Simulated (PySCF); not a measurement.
C3H9B (SMILES CB(C)C), singlet, geometry from GFN2-xTB; PySCF with B3LYP/6-31G, TDA.

PySCF was given this input:
```python
from pyscf import gto, scf, dft, tdscf

mol = gto.Mole()
mol.atom = '''
    B     0.00001517    0.00050308    0.00048316
    C     1.52145198   -0.15595171   -0.38662365
    H     1.82904575   -1.20046126   -0.35477740
    H     2.14712074    0.35585342    0.34461635
    H     1.77781297    0.23683704   -1.36760436
    C    -0.53768186   -0.61346809    1.35067597
    H    -1.29708025   -1.36739587    1.14374049
    H    -1.03532575    0.14511474    1.95369077
    H     0.22672231   -1.07958905    1.96769006
    C    -0.98375540    0.76961365   -0.96382124
    H    -2.00235795    0.85335196   -0.59275671
    H    -1.02634600    0.27579993   -1.93437105
    H    -0.61975612    1.77681058   -1.16403056
'''
mol.basis = '6-31g'
mol.verbose = 4
mol.build()

mf = dft.RKS(mol)
mf.xc = 'b3lyp'
mf.kernel()
td = mf.TDA()
td.nstates = 5
td.kernel()
td.analyze()
```

The log (banner, timings and long lists left out):

```
PySCF version 2.14.0

[INPUT] verbose = 4
[INPUT] num. atoms = 13
[INPUT] num. electrons = 32
[INPUT] charge = 0
[INPUT] spin (= nelec alpha-beta = 2S) = 0
[INPUT] symmetry False subgroup None
[INPUT] Mole.unit = angstrom
[INPUT] Symbol           X                Y                Z      unit          X                Y                Z       unit  Magmom
[INPUT]  1 B      0.000015170000   0.000503080000   0.000483160000 AA    0.000028667145   0.000950683419   0.000913040074 Bohr   0.0
[INPUT]  2 C      1.521451980000  -0.155951710000  -0.386623650000 AA    2.875127553877  -0.294706020558  -0.730612811780 Bohr   0.0
[INPUT]  3 H      1.829045750000  -1.200461260000  -0.354777400000 AA    3.456395536800  -2.268543004550  -0.670432121185 Bohr   0.0
[INPUT]  4 H      2.147120740000   0.355853420000   0.344616350000 AA    4.057470154973   0.672465504290   0.651230519547 Bohr   0.0
[INPUT]  5 H      1.777812970000   0.236837040000  -1.367604360000 AA    3.359579614000   0.447557141753  -2.584397687161 Bohr   0.0
[INPUT]  6 C     -0.537681860000  -0.613468090000   1.350675970000 AA   -1.016071457547  -1.159286676260   2.552407666331 Bohr   0.0
[INPUT]  7 H     -1.297080250000  -1.367395870000   1.143740490000 AA   -2.451126434082  -2.584003698161   2.161356283676 Bohr   0.0
[INPUT]  8 H     -1.035325750000   0.145114740000   1.953690770000 AA   -1.956482117210   0.274227115237   3.691940487391 Bohr   0.0
[INPUT]  9 H      0.226722310000  -1.079589050000   1.967690060000 AA    0.428443072229  -2.040127631579   3.718395311429 Bohr   0.0
[INPUT] 10 C     -0.983755400000   0.769613650000  -0.963821240000 AA   -1.859028279562   1.454359020227  -1.821358176639 Bohr   0.0
[INPUT] 11 H     -2.002357950000   0.853351960000  -0.592756710000 AA   -3.783908128846   1.612601492261  -1.120147840398 Bohr   0.0
[INPUT] 12 H     -1.026346000000   0.275799930000  -1.934371050000 AA   -1.939512849043   0.521186332874  -3.655431507787 Bohr   0.0
[INPUT] 13 H     -0.619756120000   1.776810580000  -1.164030560000 AA   -1.171169330823   3.357685371430  -2.199698959024 Bohr   0.0

nuclear repulsion = 112.543409210969
number of shells = 38
number of NR pGTOs = 124
number of NR cGTOs = 54
basis = 6-31g
ecp = {}

******** <class 'pyscf.dft.rks.RKS'> ********
method = RKS
initial guess = minao
damping factor = 0
level_shift factor = 0
DIIS = <class 'pyscf.scf.diis.CDIIS'>
diis_start_cycle = 1
diis_space = 8
diis_damp = 0
SCF conv_tol = 1e-09
SCF conv_tol_grad = None
SCF max_cycles = 50
direct_scf = True
direct_scf_tol = 1e-13
XC library pyscf.dft.libxc version 7.1.2
    S. Lehtola, C. Steigemann, M. J. T. Oliveira, and M. A. L. Marques,  SoftwareX 7, 1–5 (2018)
XC functionals = b3lyp
    P. J. Stephens, F. J. Devlin, C. F. Chabalowski, and M. J. Frisch,  J. Phys. Chem. 98, 11623 (1994)
radial grids:
    Treutler-Ahlrichs [JCP 102, 346 (1995); DOI:10.1063/1.469408] (M4) radial grids

becke partition: Becke, JCP 88, 2547 (1988); DOI:10.1063/1.454033
pruning grids: <function nwchem_prune>
grids dens level: 3
symmetrized grids: False
atomic radii adjust function: <function treutler_atomic_radii_adjust>
small_rho_cutoff = 0
Set gradient conv threshold to 3.16228e-05
Initial guess from minao.
tot grids = 144672
init E= -144.583920123621
  HOMO = -0.37148497972054  LUMO = -0.0836189579426712  gap/eV = 7.83323
cycle= 1 E= -144.495910308556  delta_E= 0.088  |g|= 0.561  |ddm|= 2.92
  HOMO = -0.204636516951425  LUMO = 0.0510223847694702  gap/eV = 6.95683
cycle= 2 E= -144.475748038793  delta_E= 0.0202  |g|= 0.615  |ddm|= 1.11
  HOMO = -0.296660224788639  LUMO = -0.00215635984998985  gap/eV = 8.01386
cycle= 3 E= -144.581124995538  delta_E= -0.105  |g|= 0.00709  |ddm|= 0.601
  HOMO = -0.29494072901448  LUMO = 0.000142917323518343  gap/eV = 8.02964
cycle= 4 E= -144.581141718884  delta_E= -1.67e-05  |g|= 0.00188  |ddm|= 0.0131
  HOMO = -0.295382778172252  LUMO = -0.000466740679046618  gap/eV = 8.02507
cycle= 5 E= -144.581142917229  delta_E= -1.2e-06  |g|= 0.000428  |ddm|= 0.00312
  HOMO = -0.295367372474752  LUMO = -0.000415507892081779  gap/eV = 8.02605
cycle= 6 E= -144.58114297888  delta_E= -6.17e-08  |g|= 3.22e-05  |ddm|= 0.000599
  HOMO = -0.295372161842968  LUMO = -0.000418671178287422  gap/eV = 8.02609
cycle= 7 E= -144.581142979276  delta_E= -3.96e-10  |g|= 2.85e-06  |ddm|= 7.07e-05
  HOMO = -0.295370912421627  LUMO = -0.000417465162629416  gap/eV = 8.02609
Extra cycle  E= -144.581142979277  delta_E= -6.82e-13  |g|= 2.69e-06  |ddm|= 6.41e-06
converged SCF energy = -144.581142979277

******** <class 'pyscf.tdscf.rks.TDA'> for <class 'pyscf.dft.rks.RKS'> ********
nstates = 5 singlet
deg_eia_thresh = 1.000e-03
wfnsym = None
conv_tol = 1e-05
eigh lindep = 1e-12
eigh level_shift = 0
eigh max_cycle = 100

Excitation energies (eV)
[6.49922556 6.4997022  8.61331853 9.41963558 9.42177151]

** Singlet excitation energies and oscillator strengths **
Excited State   1:      6.49923 eV    190.77 nm  f=0.0000
      15 -> 17        0.58998
      16 -> 17        0.38473
Excited State   2:      6.49970 eV    190.75 nm  f=0.0000
      15 -> 17        0.38473
      16 -> 17       -0.58996
Excited State   3:      8.61332 eV    143.94 nm  f=0.0121
      14 -> 17       -0.70442
Excited State   4:      9.41964 eV    131.62 nm  f=0.1916
      12 -> 17        0.11532
      13 -> 17       -0.68684
Excited State   5:      9.42177 eV    131.59 nm  f=0.1925
      12 -> 17        0.68671
      13 -> 17        0.11541

** Transition electric dipole moments (AU) **
state          X           Y           Z        Dip. S.      Osc.
  1         0.0109     -0.0008     -0.0029      0.0001      0.0000
  2        -0.0021      0.0042     -0.0089      0.0001      0.0000
  3        -0.0381     -0.2154     -0.0971      0.0573      0.0121
  4        -0.7115      0.3729     -0.4301      0.8303      0.1916
  5         0.5534      0.2837     -0.6688      0.8340      0.1925

** Transition velocity dipole moments (imaginary part, AU) **
state          X           Y           Z        Dip. S.      Osc.
  1         0.0011     -0.0002     -0.0002      0.0000      0.0000
  2        -0.0001      0.0006     -0.0012      0.0000      0.0000
  3        -0.0057     -0.0266     -0.0137      0.0009      0.0019
  4        -0.1595      0.0734     -0.0729      0.0362      0.0696
  5         0.0982      0.0653     -0.1490      0.0361      0.0696

** Transition magnetic dipole moments (imaginary part, AU) **
state          X           Y           Z
  1         0.0352      0.5307     -0.9860
  2         1.0928     -0.2340     -0.0865
  3        -0.0014     -0.0037     -0.0030
  4        -0.0037      0.0043     -0.0036
  5        -0.0065     -0.0017      0.0041
```
